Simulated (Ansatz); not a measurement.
Changing the shape of CuBr, singlet

Program: Ansatz, Gaussian basis, development build. Basis cc-pwCVTZ-DK on Cu, cc-pwCVTZ-PP on Br, scalar-relativistic core potentials (10 electrons on Br) and scalar X2C, no spin–orbit coupling, 9 orbitals frozen in the corrections; active space CAS(16,9). Restricted Hartree–Fock, then the lowest state-specific CASSCF solution met for each case. Coupled cluster stands on the determinant that it favours, not always the lowest RHF. On stretched bonds single-reference methods can fail or change state. Solutions in different active orbitals can move differences by tenths of an eV and at times more than 1 eV.

Case A: bond length 2.1730 Å.

Case B: bond length 2.4989 Å.

Energy less that of case A, in eV:

| case | RHF/ROHF | CASSCF | CCSD(T) |
| --- | --- | --- | --- |
| B | +0.115 | +0.119 | +0.410 |

(1) What does SC-NEVPT2 give for these differences?

Results:

(1) B: +0.603 eV (13.9 kcal/mol).
